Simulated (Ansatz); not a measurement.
Geometry optimisation, RHF/def2-SVP (Ansatz 0.2.0).

Input:

```yaml
crystal:
  periodic: [false, false, false]
  atoms:
    - { symbol: C, position_ang: [-0.8182, 1.0248, -0.7519] }
    - { symbol: Sb, position_ang: [0.5967, -0.4822, -1.1244] }
    - { symbol: C, position_ang: [0.3926, -1.2145, 0.8895] }
    - { symbol: H, position_ang: [-1.7992, 0.6223, -0.6808] }
    - { symbol: H, position_ang: [-0.8567, 1.7808, -1.6267] }
    - { symbol: H, position_ang: [-0.622, 1.621, 0.1753] }
    - { symbol: H, position_ang: [1.9578, 0.5908, -0.6865] }
    - { symbol: H, position_ang: [1.15383, -1.88316, 1.12635] }
    - { symbol: H, position_ang: [0.40094, -0.35131, 1.63174] }
    - { symbol: H, position_ang: [-0.62383, -1.69861, 1.04208] }
basis:
  gaussian: { orbitals: def2-SVP }
hamiltonian:
  xc: hf
relax:
  f_tol: 0.015
  max_steps: 40
```

Launched with:

```bash
$ ansatz run input.yaml --threads 1 --pin off --max-ram 2048MiB --backend cpu --events-out ev --progress --plain --runs-dir out
```

Q: Where does it end, and by what steps?

A: It converged. After 5 steps the energy has fallen by 0.382 eV; H4 moved furthest, 0.16 Å.

```csv
step,energy less start (eV),largest force component (eV/Å),accepted
0,0.0000,3.366,yes
1,-0.1586,1.496,yes
2,-0.3463,0.516,yes
3,-0.3798,0.061,yes
4,-0.3817,0.043,yes
5,-0.3820,0.008,yes
```

```xyz
10
Properties=species:S:1:pos:R:3
C -0.879 1.138 -0.805
Sb 0.575 -0.460 -1.055
C 0.413 -1.245 0.967
H -1.882 0.709 -0.790
H -0.813 1.830 -1.646
H -0.709 1.684 0.122
H 1.932 0.521 -0.727
H 1.228 -1.943 1.157
H 0.448 -0.443 1.704
H -0.531 -1.782 1.067
```

Run time: 36 s on 1 CPU thread of a shared host.
